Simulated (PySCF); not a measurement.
# How methods differ on the ionisation energy of Au⁵⁷⁺

Au⁵⁷⁺ [Ar] 3d4 [3d3/2^4, M_J = 0] → Au⁵⁸⁺ [Ar] 3d3 [3d3/2^3, M_J = 3/2], as a difference of total energies. Calculation: PySCF 2.14, in an even-tempered Gaussian basis (15 s from 17 bohr⁻², ratio 2.8; 13 p from 22 bohr⁻², ratio 2.8; 8 d from 22 bohr⁻², ratio 2.8; 3 f from 72 bohr⁻², ratio 3); the two-component X2C-1e Hamiltonian. Correlated levels: [Ne] frozen; the 78 highest virtual spinors dropped. "Screened" scales the spin-orbit matrix elements by Boettger's factors to mimic the two-electron term; Breit and QED terms are absent.

| method | ionisation energy (eV) |
| --- | --- |
| GHF (spin-free) | 5801.0 |
| GMP2 (spin-free) | 5801.1 |
| GHF (screened spin-orbit) | 5850.3 |
| GMP2 (screened spin-orbit) | 5851.1 |

Breit and QED terms and the two-electron picture change are absent.

The spin-free rows relax to the high-spin LS determinant and lack the spin-orbit shift.

The labels give the starting determinants; with spin-orbit coupling the two ends relaxed to ⟨J²⟩ = 0.00, ⟨L²⟩ = 2.48, ⟨S²⟩ = 2.48 and ⟨J²⟩ = 3.76, ⟨L²⟩ = 7.58, ⟨S²⟩ = 2.08.

For comparison: 5846 ± 6 eV (theoretical estimate listed by NIST; NIST Atomic Spectra Database, ionization energies).
